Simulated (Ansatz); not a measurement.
Input and output for CH$_{3}$Cl$_{2}$FMoOS (`C[O][Mo]([F])(=[S])([Cl])[Cl]`).

```yaml
crystal:
  periodic: [false, false, false]
  atoms:
    - {symbol: C, position_ang: [0.514710, -1.627734, -0.068137]}
    - {symbol: O, position_ang: [-0.116494, -0.499926, -0.662716]}
    - {symbol: Mo, position_ang: [-0.439175, 1.166904, -0.024809]}
    - {symbol: F, position_ang: [-2.025810, 0.504993, 0.587106]}
    - {symbol: S, position_ang: [-0.841816, 2.263014, -1.758371]}
    - {symbol: Cl, position_ang: [-0.621689, 2.666469, 1.688842]}
    - {symbol: Cl, position_ang: [1.825725, 1.381825, 0.268572]}
    - {symbol: H, position_ang: [1.467887, -1.488359, 0.248258]}
    - {symbol: H, position_ang: [-0.099222, -1.970295, 0.732438]}
    - {symbol: H, position_ang: [0.460901, -2.429967, -0.918720]}
basis:
  gaussian: {orbitals: def2-SVP}
hamiltonian: {xc: {name: HF}}
correlation: {method: mp2}
scf: {lower_state_search: full}
scf: {max_iter: 3}
```

```sh
$ ansatz run in.yaml --threads 2 --pin off --events-out ev --progress --plain --max-ram 32768MiB --backend cpu
```

Shortened log:

```
Error: YAML parse error: error: line 19 column 1: duplicate mapping key: scf, set DuplicateKeyPolicy in Options if acceptable
17 | correlation: {method: mp2}
18 | scf: {lower_state_search: full}
19 | scf: {max_iter: 3}
```
